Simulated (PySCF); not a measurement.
C5H8InNO3, singlet at its GFN2-xTB optimised geometry (Å):

```
18

In    -2.7491    -0.6804     0.0000
O     -3.0782    -1.6900     1.6389
H     -3.6078    -2.4578     1.4330
O     -3.1271    -1.5867    -1.6837
H     -3.4463    -0.9471    -2.3172
O     -2.9996     1.2579     0.0000
H     -3.3388     1.5329     0.8487
C      2.2597    -0.6695    -0.1085
C      1.5906    -1.5329     0.7456
C      0.2061    -1.5040     0.7667
N     -0.4891    -0.6804     0.0000
C      0.1378     0.1510    -0.8166
C      1.5189     0.1913    -0.9046
H      3.3388    -0.6654    -0.1513
H      2.1306    -2.2152     1.3831
H     -0.3790    -2.1449     1.4132
H     -0.5010     0.8021    -1.4003
H      2.0021     0.8803    -1.5794
```

Calculation: PBE0/def2-SVP, def2 effective core potentials past Kr run with PySCF. The core electrons that the potentials of In replace are not part of the density. Cells within 0.4 Å of a nucleus heavier than hydrogen are left out (blank, or x).

Map of the deformation density (molecule minus spherical neutral atoms) (e/bohr³) on the plane z = 0.0 Å:

```
|2222222222222222222222222222222|
|2222222222222222222222222222222|
|2222222222222222222222222222222|
|2222222222222222222222222222222|
|2222222222222222222222222222222|
|2222222222222222222222222222222|
|2222222222222222222222222222222|
|2222222222222222222222222222222|
|2222222222222222222222222222222|
|2222222222222222222222222222222|
|2222223343222222222222222222222|
|222223xx84222222222222222222222|
|222224xx74222222222222222222222|
|2222235443222211122222222222222|
|2222233222222121122222122222222|
|2222221111222233111242122222222|
|2222222xx2235xx410014x465222222|
|2222222xx2137xx400015xx97212222|
|2222222212234445100277343222222|
|2222222222222233111254122222222|
|2222222222222111122222122222222|
|2222222222222221122222222222222|
|2222222222222222222222222222222|
|2222222222222222222222222222222|
|2222222222222222222222222222222|
|2222222222222222222222222222222|
|2222222222222222222222222222222|
|2222222222222222222222222222222|
|2222222222222222222222222222222|
|2222222222222222222222222222222|
|2222222222222222222222222222222|
```
Scale: ten equal steps from -0.032 (start of '0') to 0.089 (end of '9'), in the order '0123456789'; x runs from -5.50 to 5.50, y from -5.50 (bottom) to 5.50 (top).
